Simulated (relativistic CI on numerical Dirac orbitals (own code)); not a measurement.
**Hg⁶⁺: computed level list**

These numbers are calculated, not measured: Dirac-Coulomb-Breit CI, separate exchange-only KLI orbitals for each configuration, model QED (radiative potential, 1s self-energy scaled to tabulated hydrogen-like ionisation energies), unscaled Slater integrals (own radial code, finite nucleus).

Configuration list (outside the closed core [Kr] 4d10 4f14): 5s²5p⁶5d⁶, 5s²5p⁶5d⁵6s, 5s²5p⁶5d⁵5f, 5s²5p⁶5d⁵6p, 5s²5p⁵5d⁷, 5s²5p⁶5d⁵5g, 5s²5p⁶5d⁵6d, 5s²5p⁶5d⁵7s, 5s²5p⁶5d⁴6s6p, 5s²5p⁶5d⁵7p, 5s²5p⁶5d⁵7d, 5s5p⁶5d⁷, 5s²5p⁶5d⁴6s², 5s²5p⁶5d³5f6s², 5s²5p⁶5d³6s²6p, 5s²5p⁶5d³5g6s², 5s²5p⁶5d³6s²6d. Double excitations out of closed p, d and f shells are left out; levels of such configurations are missing from the list, as are those of other unlisted configurations, and high levels can miss mixing partners.

The lowest level is 5s²5p⁶5d⁶ ⁵D4, with 76 % of that term; Hund's rules for 5s²5p⁶5d⁶ give ⁵D with J = 4, in agreement.

```csv
No.,Configuration,Term,J,E (cm⁻¹),%,Landé g,Lifetime (s)
1,5s²5p⁶5d⁶,⁵D,4,0.0,76,1.431,
2,5s²5p⁶5d⁶,⁵D,2,8064.6,52,1.432,1.29e+03
3,5s²5p⁶5d⁶,⁵D,3,10809.0,89,1.463,2.58e-02
4,5s²5p⁶5d⁶,⁵D,0,14958.7,70,,8.08e+02
5,5s²5p⁶5d⁶,⁵D,1,15091.4,78,1.458,4.85e-02
6,5s²5p⁶5d⁶,³H,4,22168.5,25,1.070,1.00e-02
7,5s²5p⁶5d⁶,³G,5,28651.4,51,1.118,6.94e-02
8,5s²5p⁶5d⁶,³H,6,29078.8,82,1.136,
9,5s²5p⁶5d⁶,⁵D,2,31127.8,45,1.343,4.17e-03
10,5s²5p⁶5d⁶,³F,3,33773.3,47,1.003,9.16e-03
11,5s²5p⁶5d⁶,³F,2,34741.9,65,0.896,9.21e-03
12,5s²5p⁶5d⁶,³H,4,41593.3,55,0.996,5.54e-03
13,5s²5p⁶5d⁶,¹S,0,41607.7,59,,3.13e-03
14,5s²5p⁶5d⁶,³D,1,43581.8,69,0.798,7.37e-03
15,5s²5p⁶5d⁶,³G,4,44985.0,56,1.088,1.19e-02
16,5s²5p⁶5d⁶,³D,2,45160.9,63,1.174,1.45e-02
17,5s²5p⁶5d⁶,³H,5,46336.2,51,1.114,1.07e-02
18,5s²5p⁶5d⁶,³D,3,48263.8,69,1.279,4.96e-03
19,5s²5p⁶5d⁶,³G,3,50462.6,53,0.917,8.63e-03
20,5s²5p⁶5d⁶,³P,0,52289.6,97,,1.26e-02
21,5s²5p⁶5d⁶,¹I,6,52424.5,82,1.030,1.15e-02
22,5s²5p⁶5d⁶,¹F,3,55731.6,59,1.016,1.20e-02
23,5s²5p⁶5d⁶,³P,1,56598.6,71,1.275,3.44e-03
24,5s²5p⁶5d⁶,¹G,4,61066.7,64,1.033,5.65e-03
25,5s²5p⁶5d⁶,¹D,2,62118.3,55,1.047,4.54e-03
26,5s²5p⁶5d⁶,³P,1,68007.0,89,1.470,1.80e-03
27,5s²5p⁶5d⁶,³F,4,74213.4,78,1.197,2.70e-03
28,5s²5p⁶5d⁶,³F,2,74521.5,89,0.728,3.14e-03
29,5s²5p⁶5d⁶,³P,0,83733.6,57,,1.31e-03
30,5s²5p⁶5d⁶,³P,2,84960.4,72,1.374,2.36e-03
31,5s²5p⁶5d⁶,³F,3,85518.1,57,1.068,2.53e-03
32,5s²5p⁶5d⁶,¹G,4,85700.9,79,1.033,2.40e-03
33,5s²5p⁶5d⁶,¹D,2,102661.9,94,1.003,2.48e-03
34,5s²5p⁶5d⁶,¹S,0,131626.9,93,,8.91e-04
35,5s²5p⁶5d⁵6s,⁷S,3,136443.9,84,1.941,1.13e-03
36,5s²5p⁶5d⁵6s,⁵S,2,161339.9,48,1.625,2.73e-05
37,5s²5p⁶5d⁵6s,⁵G,3,166660.5,20,1.310,6.90e-05
38,5s²5p⁶5d⁵6s,⁵G,2,169336.3,50,0.834,5.02e-05
39,5s²5p⁶5d⁵6s,⁵G,4,174029.9,62,1.230,8.15e-05
40,5s²5p⁶5d⁵6s,⁵G,6,175475.3,80,1.294,7.22e-05
41,5s²5p⁶5d⁵6s,⁵D,2,175988.1,40,1.509,5.62e-05
42,5s²5p⁶5d⁵6s,⁵G,5,176451.9,81,1.253,8.30e-05
43,5s²5p⁶5d⁵6s,⁵G,3,176465.6,58,1.161,7.86e-05
44,5s²5p⁶5d⁵6s,⁵P,1,177585.2,45,1.869,7.48e-05
45,5s²5p⁶5d⁵6s,⁵D,4,184211.3,58,1.358,6.15e-05
```

Energies count from the lowest computed level; lifetimes are radiative, by E1, M1, E2 decay to levels of this space only; some are left blank where a channel outside the calculation adds to the decay or the decay crosses a small, uncertain gap.

The mean weight of the leading LS term, summed over parents, in these 45 levels is 65 %, and that of the leading jj configuration (from the same eigenvectors) 68 %.

At this charge configurations can still be misplaced by up to about 7 % of their energy. Terms inside the open d or f shell come out 10 to 20 % too wide with unscaled integrals. Levels and lines within the n = 5 or 6 shells can be off by up to 10 % or somewhat more, and those that change n by about 2 %, since core polarisation is missing.

LS names give the leading component of a level, which can be under half, so a name can repeat, a term be missing and a line seem to break the LS rules.
